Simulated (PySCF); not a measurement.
Compound: C₃H₉BrOSi₃.
Structure used (PBE0-D3(BJ)/def2-SVP), in Å, numbered top down from 1:
```
atom  x, y, z in Å
C1    -1.4436    1.3713   -0.4540
C2    -1.6033    0.1679   -0.4265
C3    -1.7931   -1.2607   -0.3063
Si4   -3.4883   -1.5156    0.4872
Br5   -3.7839   -3.7018    0.8388
Si6   -0.3718   -2.0104    0.7178
O7     1.0602   -1.3676    0.2127
Si8    1.9370   -0.0368   -0.2550
H9    -1.3067    2.4356   -0.4970
H10   -1.7986   -1.7489   -1.2979
H11   -3.5363   -0.8228    1.8020
H12   -4.5714   -1.0353   -0.4120
H13   -0.6163   -1.6769    2.1517
H14   -0.3321   -3.4816    0.5112
H15    1.6985    1.1090    0.6718
H16    1.5818    0.3597   -1.6484
H17    3.3797   -0.4135   -0.2094
```

Computed with PySCF at CAM-B3LYP/def2-SVPD, non-relativistic, on one gas-phase PBE0-D3(BJ)/def2-SVP geometry that isn't relaxed in the solvent. The solvent is an IEF-PCM continuum (van der Waals radii × 1.2), and excitations are vertical TDDFT with non-equilibrium linear response and a frozen core. Specific hydrogen bonds and non-electrostatic terms are outside this model. Spin–orbit coupling is left out although an atom past zinc is present.

Gas-phase singlets (H = HOMO, L = LUMO):

```tsv
state	E (eV)	λ (nm)	f	leading configurations
S1	6.038	205	0.008	H→L 38%, H→L+4 14%, H→L+5 10%
S2	6.351	195	0.005	H→L+1 23%, H-1→L 16%, H→L+5 10%
S3	6.392	194	0.029	H-1→L+1 22%, H-1→L 20%, H-1→L+6 14%
S4	6.795	182	0.006	H→L 24%, H→L+1 14%, H→L+4 12%
S5	6.892	180	0.015	H-2→L 84%
```

Task: Give the list for cyclohexane (ε = 2.017), n² = 2.04.

Result: 
```
state  E (eV)  λ (nm)      f               leading configurations  change by rank (eV)
   S1   6.046     205  0.013         H→L 39%, H→L+4 16%, H→L+5 9%               +0.008
   S2   6.351     195  0.008      H→L+1 23%, H-1→L 16%, H→L+5 12%                0.000
   S3   6.391     194  0.041  H-1→L+1 21%, H-1→L 20%, H-1→L+6 13%               -0.001
   S4   6.785     183  0.007        H→L 23%, H→L+1 15%, H→L+4 14%               -0.010
   S5   6.907     180  0.021                            H-2→L 85%               +0.015
```

Task: How does the list change in water (ε = 78.36)?

Result: 
```tsv
state	E (eV)	λ (nm)	f	leading configurations	change by rank (eV)
S1	6.067	204	0.014	H→L 40%, H→L+4 17%	+0.029
S2	6.375	194	0.007	H→L+1 23%, H-1→L 17%, H→L+5 13%	+0.024
S3	6.412	193	0.041	H-1→L+1 19%, H-1→L 19%, H→L 13%	+0.020
S4	6.791	183	0.005	H→L 22%, H→L+1 18%, H→L+4 16%	-0.004
S5	6.948	178	0.020	H-2→L 85%	+0.056
```

Task: The ground-state energy changes by -0.141 eV from gas to water. By how much does the total energy of gas-phase S5 change?

Result: E(S5) = E(S0) + excitation energy, so it changes by -0.141 + 0.056 = -0.085 eV: it is lowered less than the ground state, which is what a blue shift means. This is the vertical state, with the slow part of the continuum still set for S0.

Task: How do the frontier levels move from gas to water?

Result: 
| orbital | gas (eV) | solvent (eV) | change (eV) | Löwdin shares, gas | Löwdin shares, solvent |
| --- | --- | --- | --- | --- | --- |
| LUMO+2 | 0.97 | 1.12 | +0.15 | Si4 22 %, Br5 14 %, Si6 10 %, H10 8 % | Si4 21 %, Br5 16 %, Si6 10 %, Si8 8 % |
| LUMO+1 | 0.71 | 0.81 | +0.10 | Si6 18 %, Si8 14 %, O7 10 %, Br5 8 % | Si6 19 %, Si8 14 %, O7 11 %, Br5 8 % |
| LUMO | 0.45 | 0.53 | +0.08 | Br5 35 %, Si4 20 %, C1 8 %, C3 6 % | Br5 39 %, Si4 20 %, C1 6 %, C3 6 % |
| HOMO | -8.92 | -8.80 | +0.12 | C1 28 %, C2 23 %, C3 15 %, Br5 7 % | C1 28 %, C2 23 %, C3 16 %, Si6 6 % |
| HOMO-1 | -9.40 | -9.28 | +0.12 | C1 35 %, C2 33 %, C3 11 %, Br5 7 % | C1 35 %, C2 33 %, C3 12 %, Br5 6 % |
| HOMO-2 | -9.84 | -9.83 | +0.01 | Br5 76 %, Si4 12 %, H11 5 %, H12 4 % | Br5 73 %, Si4 13 %, H11 6 %, H12 5 % |
| HOMO-3 | -10.04 | -10.00 | +0.04 | Br5 43 %, O7 13 %, Si8 6 %, Si6 6 % | Br5 28 %, O7 20 %, Si8 9 %, Si6 9 % |

The HOMO–LUMO gap goes from 9.37 to 9.32 eV.

On one thread of an AMD EPYC 7R13, no GPU, shared host with 96 logical CPUs at a one-minute load of 18, this took 62 s wall and 1.3 GiB of memory at its peak. This is the whole response run at CAM-B3LYP/def2-SVPD in water, SCF included.
